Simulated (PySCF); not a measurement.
An unknown is described by computed data only.

Formula: C7H6O2.

* Rotational structure: rotational constants A, B, C: 3.266, 1.501, 1.028 GHz [PBE0-D3(BJ)/def2-SVP]
* Valence photoelectron: vertical ionisation energy: 8.81 eV [ΔSCF wB97X-D/def2-SVPD]
* Dipole: 3.19 D [wB97X-D/def2-SVPD]
* UV, first state: lowest singlet excitation: 4.20 eV (295 nm, f = 0.004) [TDDFT wB97X-D/def2-SVPD]
* UV, strongest line: among the 10 lowest singlet transitions: S4 at 6.17 eV (201 nm, f = 0.384) [TDDFT wB97X-D/def2-SVPD]
* Couplings: largest of the computed one-bond spin–spin couplings (means over like bonds): 13C–1H +178.9, 13C–1H +172.3, 13C–1H +171.5, 13C–1H +166.2, 13C–1H +165.2, 17O–1H -78.1 Hz [B3LYP/pcJ-1, spin–dipole term left out]
* 13C NMR: chemical shifts (computed TMS as zero) by class: 185.1 (1 C), 160.0 (1 C), 130.9 (1 C), 126.9 (1 C), 114.5 (1 C), 113.8 (1 C), 113.3 (1 C) ppm [GIAO KT2/pcSseg-1]
* 1H NMR: chemical shifts (computed TMS as zero) by class: 12.68 (1 H), 9.49 (1 H), 7.17 (1 H), 6.92 (1 H), 6.75 (1 H), 6.67 (1 H) ppm [GIAO KT2/pcSseg-1]
* NMR, other nuclei: isotropic shieldings of nuclei other than C and H, by class: -180 (1 O), 183 (1 O) ppm [GIAO KT2/pcSseg-1]
* Polarisability: 90.2 au [wB97X-D/def2-SVPD]

Gas-phase values; electronic properties from PySCF, density fitting. Levels stand in brackets. Isolated species at its PBE0-D3(BJ)/def2-SVP geometry (one conformer only). NMR values are class means; diastereotopic atoms form classes of their own.

Question: Propose a structure and show how it fits.

Answer: Numbering: `[O:1]=[CH:2][c:3]1[cH:4][cH:5][cH:6][cH:7][c:8]1[OH:9]`. Its formula, C7H6O2, gives 5 degrees of unsaturation: 1 ring and 4 π bonds in the structure found (Kekulé form). 7 carbons fall into 7 classes; from least to most shielded: aldehyde carbon [C2] (185.1 ppm), aromatic carbon bearing oxygen [C8] (160.0 ppm), aromatic CH carbon [C6] (130.9 ppm), aromatic CH carbon [C4] (126.9 ppm), substituted aromatic carbon [C3] (114.5 ppm), aromatic CH carbon [C5] (113.8 ppm), aromatic CH carbon [C7] (113.3 ppm). Hydrogen classes from least to most shielded: 1 H on a phenol-type oxygen, O9 (12.68 ppm), 1 H on an aldehyde carbon, C2 (9.49 ppm), 1 H on an aromatic CH carbon, C6 (7.17 ppm), 1 H on an aromatic CH carbon, C4 (6.92 ppm), 1 H on an aromatic CH carbon, C7 (6.75 ppm), 1 H on an aromatic CH carbon, C5 (6.67 ppm). The other shieldings belong to: -180 ppm, aldehyde oxygen [O1]; 183 ppm, phenol-type oxygen [O9]. The couplings run between: +178.9 Hz, aldehyde carbon [C2] and its hydrogen; +172.3 Hz, aromatic CH carbon [C5] and its hydrogen; +171.5 Hz, aromatic CH carbon [C7] and its hydrogen; +166.2 Hz, aromatic CH carbon [C6] and its hydrogen; +165.2 Hz, aromatic CH carbon [C4] and its hydrogen; -78.1 Hz, phenol-type oxygen [O9] and its hydrogen. S1 is mainly HOMO−2→LUMO (weight 0.87); the largest Löwdin shares of the orbital it empties are 0.53 on the aldehyde oxygen, 0.13 on the aldehyde carbon, 0.08 on the substituted aromatic carbon and 0.08 on the formyl hydrogen, of the orbital it fills 0.22 on the aldehyde carbon, 0.20 on the aldehyde oxygen, 0.14 on an aromatic CH carbon and 0.10 on an aromatic CH carbon. The first electron is taken from the HOMO, whose largest Löwdin shares are 0.20 on an aromatic CH carbon, 0.19 on the phenol-type oxygen, 0.14 on the aromatic carbon bearing oxygen and 0.12 on an aromatic CH carbon. The optimised geometry has point group Cs and is an asymmetric top. Structure: salicylaldehyde (`O=CC1=CC=CC=C1O`). Computed isomers that give other values at the same levels: `O=COc1ccccc1` (rotational constant A: 3.831 GHz; this holds for the one conformer computed); `CC1=CC(=O)C=CC1=O` (rotational constant A: 2.987 GHz; this holds for the one conformer computed); `O=C(O)c1ccccc1` (rotational constant A: 3.893 GHz; this holds for the one conformer computed). The assignments are read from this structure; whether some other isomer fits the data as well wasn't checked.

Shape of the structure used: `[O:1]=[CH:2][c:3]1[cH:4][cH:5][cH:6][cH:7][c:8]1[OH:9]`: O1–C2–C3–C4 180°, H–O9–C8–C7 180°.
